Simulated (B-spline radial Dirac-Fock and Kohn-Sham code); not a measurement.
# How the settings move the core levels of Sm⁵⁺

ΔSCF core binding energies without Breit or QED terms, calculated with a radial B-spline solver. Keys: rel is the Hamiltonian (dirac, or spin-free x2c and nr, where L3 and M5 stand for the whole 2p and 3d shells), method is hf or an exchange,correlation pair (spin-unpolarised, also for the hole states), nuc the nuclear model, radius_factor scales its radius, rmax is the box in bohr, h the logarithmic mesh step, order the B-spline order, points the quadrature points per cell, c_factor scales the speed of light, and damp, ndamp, maxit and tol steer the iteration. The run stops when the commutator error falls below 10·tol·max(1, Z/10), or the numerical noise floor, and the energy has settled to about 1e-8 Ha; the virial ratio is −V/T.

Base input:

```json
{"items": [{"Z": 62, "q": 5, "cfg": [[1, 0, 2], [2, 0, 2], [2, 1, 6], [3, 0, 2], [3, 1, 6], [3, 2, 10], [4, 0, 2], [4, 1, 6], [4, 2, 10], [4, 3, 3], [5, 0, 2], [5, 1, 6]], "A": 152, "rrms": 5.0819, "do": "settings", "holes": ["K", "L3", "M5"],
  "settings": [{"rel": "dirac", "method": "hf", "nuc": "fermi", "radius_factor": 1.0, "rmax": 45.0, "h": 0.3, "order": 8, "points": 10, "c_factor": 1.0, "maxit": 60, "damp": 0.5, "ndamp": 3, "tol": 1e-08}]}]}
```

The ground state converged in 10 iterations, with total energy -10424.28834 Ha, virial ratio 1.92233 and highest orbital energy -85.78 eV. ΔSCF binding energies: K (1s) 47111.6 eV, L3 (2p3/2) 6818.4 eV, M5 (3d5/2) 1171.8 eV.

Changes from the base run:

```
                                    changed setting  Δ total energy (Ha)  Δ K (eV)  Δ L3 (eV)  Δ M5 (eV)  iterations
rel = "nr"; method = "pbe,pbe"; radius_factor = 2.0           +392.48328  -2580.62     -38.47     +18.12           9
                                        rmax = 60.0              0.00000      0.00       0.00       0.00          10
                                         damp = 0.8              0.00000      0.00       0.00       0.00          10
                                           h = 0.22             -0.00005      0.00       0.00       0.00          10
                h = 0.22; order = 5; c_factor = 2.0           +303.87403  -2004.76      -3.88     +19.62          10
                                radius_factor = 2.0             +1.65121    -18.71      +0.12      +0.03          10
                                     c_factor = 2.0                    ?         ?          ?          ?           ?
```

**Question.** What does the change c_factor = 2.0 do?

**Answer.** The total energy moves by +303.87380 Ha and the binding energies by K -2004.76 eV, L3 -3.88 eV, M5 +19.62 eV; the run takes 10 iterations.
